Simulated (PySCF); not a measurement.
Compound: C5H15AlO2.
Structure used (PBE0-D3(BJ)/def2-SVP), in Å, numbered top down from 1:
```xyz
23
C5H15AlO2 angstrom
C     -2.2459   -1.0298   -0.4434
C     -1.2909   -0.1704    0.3620
C     -1.9633    0.5570    1.5041
O     -0.7059    0.8411   -0.4751
C      0.3439    0.4452   -1.2436
O      1.5580    0.3238   -0.4836
C      2.0271    1.5407    0.0889
Al     2.2847   -1.4043    0.1812
H     -3.0535   -0.4130   -0.8665
H     -2.6946   -1.8037    0.1966
H     -1.7315   -1.5478   -1.2672
H     -0.4804   -0.8013    0.7709
H     -1.2314    1.1484    2.0727
H     -2.4365   -0.1590    2.1911
H     -2.7382    1.2387    1.1203
H      0.2201   -0.5493   -1.7017
H      0.5100    1.2145   -2.0132
H      1.2272    2.0072    0.6798
H      2.8786    1.2931    0.7343
H      2.3565    2.2216   -0.7113
H      3.8479   -1.1972   -0.1110
H      1.4311   -2.3729   -0.7760
H      1.8284   -1.3304    1.7228
```

Computed at PBE0/pcSseg-1 (PySCF, non-relativistic), with Q(17O) = −0.0256 b, Q(27Al) = 0.1466 b: O4, 17O (I = 5/2): χzz = -11.37 MHz, η = 0.791; O6, 17O (I = 5/2): χzz = 11.75 MHz, η = 0.728; Al8, 27Al (I = 5/2): χzz = 34.12 MHz, η = 0.058.

Q: Find the zero-field quadrupole resonance frequencies of 17O at O4.

A: From the eigenvalues of H = χ/[4I(2I − 1)] × [3Iz² − I(I + 1) + η(Ix² − Iy²)], steps between neighbouring levels, labelled as for η = 0: ±1/2↔±3/2 2.607 MHz, ±3/2↔±5/2 3.113 MHz (ether oxygen).

Q: Where would the pure quadrupole (NQR) lines of 17O at O6 fall for the rigid, isolated species?

A: From the eigenvalues of H = χ/[4I(2I − 1)] × [3Iz² − I(I + 1) + η(Ix² − Iy²)], steps between neighbouring levels, labelled as for η = 0: ±1/2↔±3/2 2.578 MHz, ±3/2↔±5/2 3.251 MHz (oxygen bonded to Al and 2 C).

Q: Where would the pure quadrupole (NQR) lines of 27Al at Al8 fall for the rigid, isolated species?

A: From the eigenvalues of H = χ/[4I(2I − 1)] × [3Iz² − I(I + 1) + η(Ix² − Iy²)], steps between neighbouring levels, labelled as for η = 0: ±1/2↔±3/2 5.137 MHz, ±3/2↔±5/2 10.23 MHz (aluminium bonded to O and 3 H).

In a crystal, neighbours and librations shift these lines. With so small a basis the couplings can be 20 % off.

The run behind these numbers computed NMR shieldings as well. Hardware: one thread, Arm Neoverse V1 (aarch64) (shared host). Cost: 39 s wall, 1.0 GiB resident at most.

One conformer stands for the species.
